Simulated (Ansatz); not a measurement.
A run for Ansatz (a program for electronic structure): U-B97M-V/def2-TZVPP on PN-, 2S+1 = 2, a spin state set in the input, which need not be the lowest, a point of a bond scan (R = 1.551 Å). Charge -1.

Ansatz 0.2 input:
```yaml
crystal:
  periodic: [false, false, false]
  atoms:
    - {symbol: N, position_ang: [0.00000000, 0.00000000, 0.00000000]}
    - {symbol: P, position_ang: [0.00000000, 0.00000000, 1.55106300]}
basis:
  gaussian:
    orbitals: def2-TZVPP
    pivot_positions_ang: [[0.00000000, 0.00000000, 0.00000000], [0.00000000, 0.00000000, 1.55106300]]
hamiltonian:
  xc: {name: B97M-V}
total_charge: -1
magnetization: {spin_polarized: true, initial_magnetization: 1}
output: {forces: true, orbitals: {seedname: ./end}}
```

### Question
Predict the final total energy.

### Answer
-395.9913 hartree.
